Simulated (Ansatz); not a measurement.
Ir(OH)2 (H2IrO2), SMILES [OH][Ir][OH] (connectivity only; charge and spin as stated), neutral, multiplicity 4.

Geometry optimised at PBE-D3(BJ)/def2-TZVP. The multiplicity is an assumed one; other spin states were not compared. The def2 effective core potentials stand for the cores of Ir; spin–orbit coupling is left out. The values are those of a single conformer.

Two levels are set side by side: PBE/def2-TZVPD (Ansatz, a program for electronic structure) and PBE0/def2-TZVPD (Ansatz). Energy differences of separate SCF runs at the same geometry; the states with an electron removed or added have multiplicity 5 and 3. Differences are taken from unrounded values.

```tsv
quantity	PBE0
vertical ionisation energy (eV)	9.14
vertical electron affinity (eV)	1.94
```

Q: What does PBE give, and how far is it from PBE0? (Estimate from the structure and the level; the computed values follow.)

A: 
| quantity | PBE | PBE minus PBE0 |
|---|---|---|
| vertical ionisation energy (eV) | 9.09 | -0.05 |
| vertical electron affinity (eV) | 1.99 | 0.05 |
